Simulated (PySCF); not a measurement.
Isomers of C4H10Ge, mass 131.999 u with the commonest isotopes. Level of theory: PBE0-D3(BJ)/def2-SVP geometry optimisation, gas phase (PySCF 2.14.0). One conformer each, none proved a minimum here; rigid rotors.

**Question.** Order these by rotational constant C, largest first.
A. `[CH2:1]1[CH2:2][CH2:3][GeH2:4][CH2:5]1` with C5–C1–C2–C3 53°, C1–C2–C3–Ge4 -38°, C2–C3–Ge4–C5 13°, C3–Ge4–C5–C1 13°
B. `[CH2:1]=[C:2]([CH3:3])[CH2:4][GeH3:5]` with C1–C2–C4–Ge5 99°
C. `C[C@@H]1C[C@H]1[GeH3]`

**Answer.** A (2035 MHz), B (1389 MHz), C (1327 MHz).

**Question.** Order these by radius of gyration √(Σ m r²/M), smallest first.
A. `[CH2:1]=[C:2]([CH3:3])[CH2:4][GeH3:5]` with C1–C2–C4–Ge5 99°
B. `[CH2:1]1[CH2:2][CH2:3][GeH2:4][CH2:5]1` with C5–C1–C2–C3 53°, C1–C2–C3–Ge4 -38°, C2–C3–Ge4–C5 13°, C3–Ge4–C5–C1 13°
C. `C[C@@H]1C[C@H]1[GeH3]`

**Answer.** B (1.406 Å), A (1.714 Å), C (1.733 Å).

**Question.** Order these by rotational constant B, largest first.
A. `C[C@@H]1C[C@H]1[GeH3]`
B. `[CH2:1]=[C:2]([CH3:3])[CH2:4][GeH3:5]` with C1–C2–C4–Ge5 99°
C. `[CH2:1]1[CH2:2][CH2:3][GeH2:4][CH2:5]1` with C5–C1–C2–C3 53°, C1–C2–C3–Ge4 -38°, C2–C3–Ge4–C5 13°, C3–Ge4–C5–C1 13°

**Answer.** C (2828 MHz), B (1528 MHz), A (1430 MHz).

```json
{"SMILES": "C=C(C)[CH2][GeH3]", "point group": "C1", "Ia (u·Å²)": "81.00", "Ib (u·Å²)": "330.67", "Ic (u·Å²)": "363.89", "κ": "-0.94", "μa (D)": "0.19", "μb (D)": "0.34", "μc (D)": "0.49"}
{"SMILES": "C1C[CH2][GeH2][CH2]1", "point group": "C2", "Ia (u·Å²)": "94.80", "Ib (u·Å²)": "178.67", "Ic (u·Å²)": "248.35", "κ": "-0.52", "μa (D)": "0.65", "μb (D)": "0.00", "μc (D)": "0.00"}
{"SMILES": "C[C@@H]1C[C@H]1[GeH3]", "point group": "C1", "Ia (u·Å²)": "58.92", "Ib (u·Å²)": "353.32", "Ic (u·Å²)": "380.75", "κ": "-0.97", "μa (D)": "0.91", "μb (D)": "0.01", "μc (D)": "0.16"}
```
